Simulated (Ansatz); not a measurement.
Consider the formal exchange of groups at the Sn–Br bond: `[CH3][SnH]([F])[Br]` + ethylene → `C=[CH][SnH]([CH3])[F]` + HBr.

Gas-phase electronic energies from Ansatz, PBE0-D4/def2-TZVP geometries. CBS: MP2 limit from def2 TZ/QZ plus the TZ coupled-cluster correction, frozen cores. This one scheme is used for every species. DFT in def2-TZVPP. Elements past krypton have def2 core potentials. For Br, Sn outer-core shells are correlated without core-valence functions, which leaves a few kJ/mol of doubt a bond. Scalar relativity is left out up to krypton. Each species was taken in one conformer, which may not be the lowest.

Problem. Is it downhill or uphill in electronic energy at CCSD(T)/CBS, and by how much? (Estimate.)

Solution. Ansatz gave: Uphill: ΔE = +1.30 eV.

Problem. What do these levels give: LDA (SPW92), BLYP-D4, r2SCAN-D4, BHLYP-D4, ωB97X-V, PBE-QIDH, r2SCANh, BHLYP, LC-ωPBE, MP2/def2-SVP, MP2/def2-TZVPP, SCS-MP2/def2-QZVPP? (An estimate is asked.)

Solution. Computed: LDA (SPW92) 1.23, BLYP-D4 1.31, r2SCAN-D4 1.36, BHLYP-D4 1.41, ωB97X-V 1.31, PBE-QIDH 1.32, r2SCANh 1.38, BHLYP 1.43, LC-ωPBE 1.30, MP2/def2-SVP 1.29, MP2/def2-TZVPP 1.23, SCS-MP2/def2-QZVPP 1.30 eV.

Largest T1 diagnostic among the species: 0.013.

The D4 term adds −0.04 eV with B3LYP and −0.02 eV with PBE0; it sums over pairs of atoms, weighted by their polarisabilities, and B3LYP, whose exchange is more repulsive, gets the larger term. From PBE to PBE0 (25 % exact exchange), in def2-TZVPP and without D4, ΔE moves by +0.03 eV. Leaving LDA and LC-ωPBE aside and taking each functional with its dispersion term where it has one, the values, not all of them listed here, spread over 0.14 eV, from revPBE-D4 to BHLYP-D4. LDA lies −0.09 eV from PBE without D4.

B3LYP here is the variant with VWN-RPA as its local correlation; programs differ in this.
